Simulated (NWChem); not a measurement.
All runs are NWChem calculations. System: HGeI, charge 0, spin multiplicity 1, at a geometry optimised with B3LYP/def2-SVP with def2 effective core potentials on I. The structure started from a generated list of species. Level: RHF/def2-QZVP with def2 effective core potentials on I.

Input file:

```
start mol
memory heap 200 mb stack 900 mb global 1100 mb
geometry units angstroms nocenter noautoz
  Ge    -1.069030     1.177354     0.000000
  H      0.069901     2.309783     0.000000
  I      0.644133    -0.754436     0.000000
  symmetry group Cs
end
basis spherical
  * library def2-qzvp
end
ecp
  I library def2-ecp
end
scf
  rhf
  nopen 0
  maxiter 100
  thresh 1e-7
  semidirect memsize 60000000 filesize 0
end
task scf energy
```

Output (cleaned and shortened):

```
             Northwest Computational Chemistry Package (NWChem) 7.3.0
             --------------------------------------------------------

                                NWChem Input Module
                                -------------------

 Scaling coordinates for geometry "geometry" by  1.889725989
 (inverse scale =  0.529177249)

 Turning off AUTOSYM since
 SYMMETRY directive was detected!

                             Geometry "geometry" -> ""
                             -------------------------

 Output coordinates in angstroms (scale by  1.889725989 to convert to a.u.)

  No.       Tag          Charge          X              Y              Z
 ---- ---------------- ---------- -------------- -------------- --------------
    1 Ge                  32.0000    -1.06903000     1.17735400     0.00000000
    2 H                    1.0000     0.06990100     2.30978300     0.00000000
    3 I                   53.0000     0.64413300    -0.75443600     0.00000000

 Effective nuclear repulsion energy (a.u.)     367.1319915889

            Nuclear Dipole moment (a.u.)
            ----------------------------
        X                 Y               Z
 ---------------- ---------------- ----------------
    -0.0000188973     0.0000056692     0.0000000000

      Symmetry information
      --------------------

 Group name             Cs
 Group number              2
 Group order               2
 No. of unique centers     3

      Symmetry unique atoms

     1    2    3


 Summary of "ao basis" -> "" (spherical)
 ------------------------------------------------------------------------------
       Tag                 Description            Shells   Functions and Types
 ---------------- ------------------------------  ------  ---------------------
 *                         def2-qzvp                  on all atoms

 Summary of "ao basis" -> "ao basis" (spherical)
 ------------------------------------------------------------------------------
       Tag                 Description            Shells   Functions and Types
 ---------------- ------------------------------  ------  ---------------------
 Ge                        def2-qzvp                25       75   11s7p4d2f1g
 H                         def2-qzvp                10       30   4s3p2d1f
 I                         def2-qzvp                22       82   7s6p4d4f1g

                                 NWChem SCF Module
                                 -----------------

  ao basis        = "ao basis"
  functions       =   187
  atoms           =     3
  closed shells   =    29
  open shells     =     0
  charge          =   0.00
  wavefunction    = RHF
  use symmetry    = T
  symmetry adapt  = T

 Summary of "ao basis" -> "ao basis" (spherical)
 ------------------------------------------------------------------------------
       Tag                 Description            Shells   Functions and Types
 ---------------- ------------------------------  ------  ---------------------
 Ge                        def2-qzvp                25       75   11s7p4d2f1g
 H                         def2-qzvp                10       30   4s3p2d1f
 I                         def2-qzvp                22       82   7s6p4d4f1g

      Symmetry analysis of basis
      --------------------------

        a'        122
        a"         65

 Forming initial guess at       0.8s

      Superposition of Atomic Density Guess
      -------------------------------------

 Sum of atomic energies:       -2423.01066574

      Non-variational initial energy
      ------------------------------

 Total energy =   -2372.582098
 1-e energy   =   -3770.036249
 2-e energy   =    1218.708614
 HOMO         =      -0.239193
 LUMO         =      -0.076040

      Symmetry analysis of molecular orbitals - initial
      -------------------------------------------------

  Numbering of irreducible representations:

     1 a'          2 a"

  Orbital symmetries:

     1 a'          2 a'          3 a'          4 a'          5 a"
     6 a'          7 a'          8 a'          9 a'         10 a"
    11 a'         12 a'         13 a"         14 a'         15 a'
    16 a"         17 a'         18 a"         19 a'         20 a'
    21 a"         22 a'         23 a"         24 a'         25 a'
    26 a'         27 a"         28 a'         29 a'         30 a"
    31 a'         32 a'         33 a'         34 a'         35 a'
    36 a"         37 a'         38 a'         39 a"

 Starting SCF solution at      40.4s

 ----------------------------------------------
         Quadratically convergent ROHF

 Convergence threshold     :          1.000E-07
 Maximum no. of iterations :          100
 Final Fock-matrix accuracy:          1.000E-09
 ----------------------------------------------

              iter       energy          gnorm     gmax       time
             ----- ------------------- --------- --------- --------
                 1    -2372.6418273934  4.74D-01  9.48D-02     45.3
                 2    -2372.6686250002  3.33D-02  1.24D-02     62.4
                 3    -2372.6688319218  8.47D-04  3.35D-04     84.5
                 4    -2372.6688321363  6.38D-07  1.52D-07    124.7
                 5    -2372.6688321362  2.59D-09  6.77D-10    151.8

       Final RHF  results
       ------------------

         Total SCF energy =  -2372.668832136238
      One-electron energy =  -3770.181657908045
      Two-electron energy =   1218.767289370865
 Nuclear repulsion energy =    178.745536400942

        Time for solution =    111.4s

       Symmetry analysis of molecular orbitals - final
       -----------------------------------------------

  Numbering of irreducible representations:

     1 a'          2 a"

  Orbital symmetries:

     1 a'          2 a'          3 a"          4 a'          5 a'
     6 a'          7 a'          8 a'          9 a"         10 a'
    11 a"         12 a'         13 a'         14 a'         15 a"
    16 a'         17 a"         18 a'         19 a'         20 a"
    21 a"         22 a'         23 a'         24 a'         25 a'
    26 a'         27 a'         28 a"         29 a'         30 a"
    31 a'         32 a'         33 a'         34 a'         35 a'
    36 a"         37 a'         38 a'         39 a"

             Final eigenvalues
             -----------------

              1
    1 -405.2815
    2  -52.1866
    3  -46.2739
    4  -46.2727
    5  -46.2715
    6   -7.7229
    7   -7.2283
    8   -5.5740
    9   -5.5706
   10   -5.5686
   11   -5.2038
   12   -5.1994
   13   -5.1953
   14   -2.2693
   15   -2.2678
   16   -2.2657
   17   -2.2618
   18   -2.2616
   19   -1.6797
   20   -1.6783
   21   -1.6725
   22   -1.6693
   23   -1.6668
   24   -0.8864
   25   -0.6572
   26   -0.4417
   27   -0.3824
   28   -0.3761
   29   -0.3376
   30   -0.0119
   31    0.0593
   32    0.1122
   33    0.1670
   34    0.1871
   35    0.1975
   36    0.2039
   37    0.2159
   38    0.2338
   39    0.2415

                       ROHF Final Molecular Orbital Analysis
                       -------------------------------------

 Vector   27  Occ=2.000000D+00  E=-3.824164D-01  Symmetry=a'
              MO Center=  9.4D-02, -2.7D-01, -3.0D-16, r^2= 3.5D+00
   Bfn.  Coefficient  Atom+Function         Bfn.  Coefficient  Atom+Function
  ----- ------------  ---------------      ----- ------------  ---------------
   126      0.419217  3 I  py               123      0.374373  3 I  py
   114     -0.271766  3 I  py                27      0.199719  1 Ge px
    10     -0.165773  1 Ge s

 Vector   28  Occ=2.000000D+00  E=-3.761169D-01  Symmetry=a"
              MO Center=  5.2D-01, -6.2D-01, -1.4D-14, r^2= 2.3D+00
   Bfn.  Coefficient  Atom+Function         Bfn.  Coefficient  Atom+Function
  ----- ------------  ---------------      ----- ------------  ---------------
   127      0.475445  3 I  pz               124      0.412727  3 I  pz
   115     -0.301171  3 I  pz               130      0.186166  3 I  pz

 Vector   29  Occ=2.000000D+00  E=-3.375861D-01  Symmetry=a'
              MO Center= -2.9D-01,  3.2D-01,  1.1D-14, r^2= 4.5D+00
   Bfn.  Coefficient  Atom+Function         Bfn.  Coefficient  Atom+Function
  ----- ------------  ---------------      ----- ------------  ---------------
   125      0.358627  3 I  px               122      0.309189  3 I  px
    27     -0.271738  1 Ge px                10      0.242695  1 Ge s
    11      0.227451  1 Ge s                113     -0.224019  3 I  px
   128      0.157276  3 I  px

 Vector   30  Occ=0.000000D+00  E=-1.190216D-02  Symmetry=a"
              MO Center= -9.7D-01,  1.1D+00,  2.8D-14, r^2= 4.2D+00
   Bfn.  Coefficient  Atom+Function         Bfn.  Coefficient  Atom+Function
  ----- ------------  ---------------      ----- ------------  ---------------
    32      0.631074  1 Ge pz                29      0.358593  1 Ge pz
   130     -0.207749  3 I  pz                26      0.205366  1 Ge pz

 Vector   31  Occ=0.000000D+00  E= 5.932291D-02  Symmetry=a'
              MO Center= -8.5D-01,  1.0D+00, -2.7D-15, r^2= 8.9D+00
   Bfn.  Coefficient  Atom+Function         Bfn.  Coefficient  Atom+Function
  ----- ------------  ---------------      ----- ------------  ---------------
   112      1.905647  3 I  s                 11     -1.655265  1 Ge s
    31      1.281983  1 Ge py                30     -1.079723  1 Ge px
   129      0.975591  3 I  py               128     -0.898711  3 I  px
    28      0.478397  1 Ge py               126      0.363919  3 I  py
   125     -0.322170  3 I  px                27     -0.298111  1 Ge px

 Vector   32  Occ=0.000000D+00  E= 1.122028D-01  Symmetry=a'
              MO Center= -1.2D+00,  9.1D-01, -3.8D-15, r^2= 7.3D+00
   Bfn.  Coefficient  Atom+Function         Bfn.  Coefficient  Atom+Function
  ----- ------------  ---------------      ----- ------------  ---------------
    79      2.384445  2 H  s                 11     -1.553967  1 Ge s
    30     -1.372215  1 Ge px                31     -1.063295  1 Ge py
   112      0.864692  3 I  s                111     -0.839356  3 I  s
   129      0.412228  3 I  py               110      0.374938  3 I  s
    78     -0.227159  2 H  s                 10     -0.204526  1 Ge s

 center of mass
 --------------
 x =   0.02608944 y =  -0.05971812 z =   0.00000000

 moments of inertia (a.u.)
 ------------------
         642.332391574103         551.577517129563           0.000000000000
         551.577517129563         489.586366503086           0.000000000000
           0.000000000000           0.000000000000        1131.918758077190

  Mulliken analysis of the total density
  --------------------------------------

    Atom       Charge   Shell Charges
 -----------   ------   -------------------------------------------------------
    1 Ge  32    31.64   1.89 -0.03  0.15  0.91  0.94  0.26  1.13  0.70  0.48  1.02  0.36  5.95  0.04  4.08  1.90  0.40  1.05  0.25  8.35  1.45  0.25  0.10  0.00  0.02  0.00
    2 H    1     1.12   0.10  0.33  0.51  0.15  0.00  0.01  0.02  0.00  0.00  0.00
    3 I   25    25.23   0.71  0.02  1.16  0.18  0.83  0.88  0.16  5.42  0.03  0.72  1.86  2.53  0.70  9.00  0.88  0.13  0.02  0.00  0.01  0.00  0.00  0.00

       Multipole analysis of the density wrt the origin
       ------------------------------------------------

     L   x y z        total         open         nuclear
     -   - - -        -----         ----         -------
     0   0 0 0     -0.000000      0.000000     58.000000

     1   1 0 0     -0.517581      0.000000    -34.082595
     1   0 1 0      0.667362      0.000000     39.918971
     1   0 0 1     -0.000000      0.000000      0.000000

     2   2 0 0    -35.091234      0.000000    167.654233
     2   1 1 0     -1.678607      0.000000   -186.636419
     2   1 0 1      0.000000      0.000000      0.000000
     2   0 2 0    -33.403717      0.000000    228.268279
     2   0 1 1     -0.000000      0.000000      0.000000
     2   0 0 2    -32.301707      0.000000      0.000000

 Task  times  cpu:      151.9s     wall:      151.9s

 Total times  cpu:      151.9s     wall:      151.9s
```
